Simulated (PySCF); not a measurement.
Computed shifts of a molecule C4H7FSi, PBE/pcSseg-1 (PySCF), GIAO, gas phase, atoms alike by connectivity averaged where their shifts nearly agree, in ppm (number of nuclei): ¹³C: 219.7 (1), 147.9 (1), 94.6 (1), -5.6 (1). ¹⁹F: -189.3 (1). ²⁹Si: -44.4 (1). ¹H: 5.90 (2), 5.02 (1), 4.61 (1), 0.72 (3). References: ¹³C against TMS (σ = 182.0 ppm); ¹⁹F against CFCl3 (σ = 133.6 ppm); ²⁹Si against TMS (σ = 335.4 ppm); ¹H against TMS (σ = 31.49 ppm), references at their B3LYP-D3(BJ)/def2-TZVP geometries, non-relativistic. Geometry: r2SCAN-D4/def2-SVP. One conformer was computed; it need not be the lowest.

Q: Which structure fits?
A) C=C1CC[Si@H]1F
B) C[C@H]1C=C(F)[SiH2]1
C) C=C=C(F)[SiH2]C
D) F[C@@H]1C=CC[SiH2]1

A: C, C=C=C(F)[SiH2]C
